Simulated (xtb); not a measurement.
C3F3 (SMILES [C]#CC(F)(F)F), doublet, at a GFN2-xTB geometry; GFN2-xTB (xtb).

The xtb input:
```
$ xtb mol.xyz --gfn 2 --uhf 1 --etemp 5000 --json

# file mol.xyz
6

C      2.40424185     0.02022529     0.08481996
C      1.21200987     0.01019583     0.04275885
C     -0.26204028    -0.00220437    -0.00924460
F     -0.70984126    -0.97704858    -0.80217770
F     -0.78714150    -0.19345774     1.20206903
F     -0.73915819     1.15169515    -0.47878081
```

What the program printed (banner, timings and long lists left out):

```
   ID    Z sym.   atoms
    1    6 C      1-3
    2    9 F      4-6

           -------------------------------------------------
          |                Calculation Setup                |
           -------------------------------------------------

           -------------------------------------------------
          |                 G F N 2 - x T B                 |
           -------------------------------------------------

          ...................................................
          :                      SETUP                      :
          :.................................................:
          :  # basis functions                  24          :
          :  # atomic orbitals                  24          :
          :  # shells                           12          :
          :  # electrons                        33          :
          :  max. iterations                   250          :
          :  Hamiltonian                  GFN2-xTB          :
          :  restarted?                      false          :
          :  GBSA solvation                  false          :
          :  PC potential                    false          :
          :  electronic temp.         5000.0000000     K    :
          :  accuracy                    1.0000000          :
          :  -> integral cutoff          0.2500000E+02      :
          :  -> integral neglect         0.1000000E-07      :
          :  -> SCF convergence          0.1000000E-05 Eh   :
          :  -> wf. convergence          0.1000000E-03 e    :
          :  Broyden damping             0.4000000          :
          :  net charge                          0          :
          :  unpaired electrons                  1          :
          ...................................................

 iter      E             dE          RMSdq      gap      omega  full diag
   1    -20.5474063 -0.205474E+02  0.839E+00    5.68       0.0  T
   2    -20.5935068 -0.461005E-01  0.491E+00    5.75       1.0  T
   3    -20.5814473  0.120595E-01  0.201E+00    5.81       1.0  T
   4    -20.5686827  0.127646E-01  0.194E+00    5.52       1.0  T
   5    -20.5978244 -0.291417E-01  0.155E-01    5.72       1.0  T
   6    -20.5978351 -0.106911E-04  0.924E-02    5.71       1.0  T
   7    -20.5978330  0.202175E-05  0.420E-02    5.71       1.0  T
   8    -20.5978419 -0.890487E-05  0.637E-03    5.72       6.4  T
   9    -20.5978420 -0.779618E-07  0.818E-04    5.72      49.9  T
  10    -20.5978420 -0.372048E-08  0.161E-04    5.72     254.1  T

   *** convergence criteria satisfied after 10 iterations ***

         :::::::::::::::::::::::::::::::::::::::::::::::::::::
         ::                     SUMMARY                     ::
         :::::::::::::::::::::::::::::::::::::::::::::::::::::
         :: total energy             -20.428533029180 Eh    ::
         :: gradient norm              0.044071074947 Eh/a0 ::
         :: HOMO-LUMO gap              5.715992801789 eV    ::
         ::.................................................::
         :: SCC energy               -20.597841624941 Eh    ::
         :: -> isotropic ES            0.039681213905 Eh    ::
         :: -> anisotropic ES          0.005527779392 Eh    ::
         :: -> anisotropic XC         -0.016299727616 Eh    ::
         :: -> dispersion             -0.002889794404 Eh    ::
         :: repulsion energy           0.169308595761 Eh    ::
         :: add. restraining           0.000000000000 Eh    ::
         :: total charge              -0.000000000587 e     ::
         :::::::::::::::::::::::::::::::::::::::::::::::::::::

           -------------------------------------------------
          |                Property Printout                |
           -------------------------------------------------

    * Orbital Energies and Occupations

         #    Occupation            Energy/Eh            Energy/eV
      -------------------------------------------------------------
         1        2.0000           -0.9144036             -24.8822
       ...           ...                  ...                  ...
         5        2.0000           -0.6895759             -18.7643
         6        2.0000           -0.6647004             -18.0874
         7        2.0000           -0.6551635             -17.8279
         8        2.0000           -0.6551635             -17.8279
         9        1.9984           -0.5797396             -15.7755
        10        1.9984           -0.5797396             -15.7755
        11        1.9962           -0.5661429             -15.4055
        12        1.9961           -0.5658643             -15.3980
        13        1.9961           -0.5658643             -15.3980
        14        1.9903           -0.5514786             -15.0065
        15        1.8832           -0.5101963             -13.8831
        16        1.8832           -0.5101963             -13.8831
        17        1.2564           -0.4614430             -12.5565 (HOMO)
        18        0.0010           -0.2513841              -6.8405 (LUMO)
        19        0.0010           -0.2513841              -6.8405
        20                          0.0225047               0.6124
        21                          0.0862308               2.3465
        22                          0.0862308               2.3465
        23                          0.1130895               3.0773
        24                          1.1452792              31.1646
      -------------------------------------------------------------
                  HL-Gap            0.2100589 Eh            5.7160 eV
             Fermi-level           -0.4196520 Eh          -11.4193 eV

     #   Z          covCN         q      C6AA      α(0)
     1   6 C        0.981    -0.009    36.191    10.105
     2   6 C        1.968    -0.002    31.115     9.008
     3   6 C        3.331     0.517    16.959     6.534
     4   9 F        0.792    -0.168    10.915     3.903
     5   9 F        0.792    -0.168    10.915     3.903
     6   9 F        0.792    -0.168    10.915     3.903

 Mol. C6AA /au·bohr⁶  :        643.743670
 Mol. C8AA /au·bohr⁸  :      15463.487344
 Mol. α(0) /au        :         37.353960

Wiberg/Mayer (AO) data.
largest (>0.10) Wiberg bond orders for each atom

 ---------------------------------------------------------------------------
     #   Z sym  total        # sym  WBO       # sym  WBO       # sym  WBO
 ---------------------------------------------------------------------------
     1   6 C    2.849 --     2 C    2.726
     2   6 C    3.712 --     1 C    2.726     3 C    0.922
     3   6 C    3.827 --     4 F    0.957     6 F    0.957     5 F    0.957
                             2 C    0.922
     4   9 F    1.100 --     3 C    0.957
     5   9 F    1.100 --     3 C    0.957
     6   9 F    1.100 --     3 C    0.957
 ---------------------------------------------------------------------------

Topologies differ in total number of bonds
Writing topology from bond orders to xtbtopo.mol

molecular dipole:
                 x           y           z       tot (Debye)
 q only:        0.410       0.003       0.014
   full:        0.347       0.003       0.012       0.884
molecular quadrupole (traceless):
                xx          xy          yy          xz          yz          zz
 q only:        0.314       0.004      -0.157       0.017       0.000      -0.157
  q+dip:        2.418       0.031      -1.211       0.128       0.001      -1.207
   full:        0.268       0.003      -0.134       0.014       0.000      -0.134

           -------------------------------------------------
          | TOTAL ENERGY              -20.428533029180 Eh   |
          | GRADIENT NORM               0.044071074947 Eh/α |
          | HOMO-LUMO GAP               5.715992801789 eV   |
           -------------------------------------------------

normal termination of xtb
```
